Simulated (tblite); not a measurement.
Compound: C5H5O3 (doublet state).
Structure used (GFN2-xTB), in Å, numbered top down from 1:
```xyz
13
C5H5O3 angstrom
C     -2.2991   -0.0845    0.4537
O     -1.2541   -0.8393   -0.1437
C     -0.0592   -0.2373   -0.2276
C      0.9247   -0.7143   -1.0218
O      2.1802   -0.1973   -0.9945
C      2.4167    0.5546    0.1594
C      1.4289    1.1677    0.8164
O      0.1319    0.9021    0.4913
H     -3.1784   -0.7219    0.4082
H     -2.4769    0.8414   -0.0976
H     -2.0631    0.1564    1.4927
H      0.7828   -1.5277   -1.7112
H      3.4612    0.7004    0.3570
```

Computed with GFN2-xTB (tblite): harmonic, unscaled wavenumbers at the GFN2-xTB geometry, gas phase. This tight-binding method is rough: wavenumbers can miss measured ones by several per cent, in bad cases by 10 to 20. One conformer, not necessarily the lowest. Open shells enter through the occupations alone, without spin polarisation, and single modes of such species can be off by tens of per cent.

Harmonic wavenumbers (cm⁻¹): 88.5, 130.7, 188.3, 211.1, 309.8, 423.5, 483.3, 515.9, 561.4, 581.3, 724.0, 749.4, 794.4, 892.4, 941.2, 977.4, 1033.0, 1081.4, 1118.8, 1141.4, 1176.4, 1228.8, 1263.5, 1395.0, 1450.2, 1462.3, 1480.9, 1613.5, 2969.4, 2980.3, 3047.3, 3126.1, 3158.2.

A = 5403, B = 1669, C = 1305 MHz; mass 113.024 u (most abundant isotopes); point group C1, symmetry number 1; spin multiplicity 2.

Task: What is the zero-point energy?

Result: Half the sum of the wavenumbers: 19650 cm⁻¹ = 56.18 kcal/mol.

Task: What is S at 298.15 K and 1 bar for an ideal gas of classical rigid rotors and harmonic oscillators?

Result: Translation 40.11, rotation 27.70, vibration 17.02, spin (R ln 2) 1.38: S = 86.2 cal/(mol K).

Task: And Cp and H(298.15 K) − H(0)?

Result: Cp = 28.95 cal/(mol K), of which vibrations give 21.00 (their classical limit is 33 R = 65.6); H(298.15 K) − H(0) = 5.29 kcal/mol without the zero-point energy, 2.92 from vibrations.

Task: Which modes carry the vibrational entropy at 298.15 K?

Result: 88.5 cm⁻¹: 3.69; 130.7 cm⁻¹: 2.94; 188.3 cm⁻¹: 2.24; 211.1 cm⁻¹: 2.03; 309.8 cm⁻¹: 1.36; 423.5 cm⁻¹: 0.88 cal/(mol K); the other 27 give 3.87 together.

Task: How do the functions run with temperature in this model?

Result: 
```json
{"T (K)": "100", "S (cal/(mol K))": "64.3", "Cp (cal/(mol K))": "14.1", "H − H(0) (kcal/mol)": "1.05", "G − H(0) (kcal/mol)": "-5.38", "ln q(vib)": "0.63"}
{"T (K)": "200", "S (cal/(mol K))": "76.3", "Cp (cal/(mol K))": "21.4", "H − H(0) (kcal/mol)": "2.82", "G − H(0) (kcal/mol)": "-12.43", "ln q(vib)": "2.06"}
{"T (K)": "300", "S (cal/(mol K))": "86.4", "Cp (cal/(mol K))": "29.1", "H − H(0) (kcal/mol)": "5.34", "G − H(0) (kcal/mol)": "-20.58", "ln q(vib)": "3.67"}
{"T (K)": "500", "S (cal/(mol K))": "104.5", "Cp (cal/(mol K))": "42.1", "H − H(0) (kcal/mol)": "12.55", "G − H(0) (kcal/mol)": "-39.71", "ln q(vib)": "7.08"}
{"T (K)": "800", "S (cal/(mol K))": "127.1", "Cp (cal/(mol K))": "53.7", "H − H(0) (kcal/mol)": "27.10", "G − H(0) (kcal/mol)": "-74.58", "ln q(vib)": "12.14"}
{"T (K)": "1000", "S (cal/(mol K))": "139.6", "Cp (cal/(mol K))": "58.3", "H − H(0) (kcal/mol)": "38.33", "G − H(0) (kcal/mol)": "-101.28", "ln q(vib)": "15.31"}
```

q(vib) and H(0) count from the zero-point level.

Hindered rotation and anharmonicity are outside this model. Other conformers, if any are populated, would add a mixing term that is left out. The structure is chiral; the term R ln 2 for an equal mix with its mirror image is left out.

On an Arm Neoverse V2 with one thread, shared host with 96 logical CPUs at a one-minute load of 37, this took 0.27 s wall. The figure is for the frequency step alone.
